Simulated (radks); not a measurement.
The numbers below are computed, except where a source is named.
Question: The table gives one normalised radial function P(r) = r R(r) (large component) of Tm+ in [Kr] 4d10 4f13 5s1.5 5p6 6s1 6p0.5 (r in bohr). Level of theory: Dirac Kohn-Sham, AM05, spin-unpolarised, spherical densities, finite nucleus; open shells fill j = l - 1/2 first; Fermi nuclear charge, rms radius 5.2256 fm (a radial shooting solver on a logarithmic mesh with Libxc functionals).

r,P
0.001163,0.0049
0.001589,0.0069
0.002188,0.0102
0.00299,0.0150
0.004084,0.0225
0.00558,0.0339
0.007684,0.0517
0.0105,0.0773
0.01434,0.1128
0.01975,0.1585
0.02698,0.2048
0.03686,0.2330
0.05076,0.2079
0.06935,0.0939
0.09474,-0.1067
0.1294,-0.2988
0.1782,-0.2950
0.2435,0.0121
0.3327,0.4093
0.4581,0.4416
0.6259,-0.0607
0.8551,-0.7010
1.178,-0.9836
1.609,-0.7908
2.198,-0.4120
3.002,-0.1364
4.135,-0.0250
5.649,-0.0023
7.717,-0.0001
10.63,0.0000
14.52,0.0000

Which n and l does it have? It may be an empty orbital.

Answer: n = 5, l = 1: the number of nodes gives n - l - 1 = 3, the rise at small r points to l (for j = l - 1/2 the large component starts outside the nucleus as r^gamma with gamma = sqrt(l^2 - (Z/c)^2) = 0.86 and the r^(l+1) term takes over further out; the orbital of l - 1 with the same j starts with the same power, but with a larger coefficient, and does not steepen), and the extent must fit the shell. The curve is that of 5p1/2; the two j differ most near the nucleus, where j = l - 1/2 has the larger amplitude, and in heavy atoms j = l - 1/2 is also the more compact. 5p1/2: eigenvalue -41.140 eV, 3 radial nodes at r = 0.0812, 0.241, 0.608 bohr, <r> = 1.37 bohr, 90 % of the charge inside 2.02 bohr.
